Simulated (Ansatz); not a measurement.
Ansatz (an electronic-structure program) input (HF/STO-3G):

Ansatz 0.2 input:
```yaml
crystal:
  periodic: [false, false, false]
  atoms:
    - {symbol: S, position_ang: [0.99284409, -0.46476956, 0.00704070]}
    - {symbol: S, position_ang: [-0.88384757, 0.49897825, -0.00585391]}
    - {symbol: H, position_ang: [-1.74394422, -0.54733919, -0.01898866]}
basis:
  gaussian:
    orbitals: STO-3G
hamiltonian:
  xc: {name: HF}
total_charge: -1
relax: {f_tol: 0.003, max_steps: 120}
```

**Question.** Predict the final energy.

**Answer.** -786.72393 Eh.
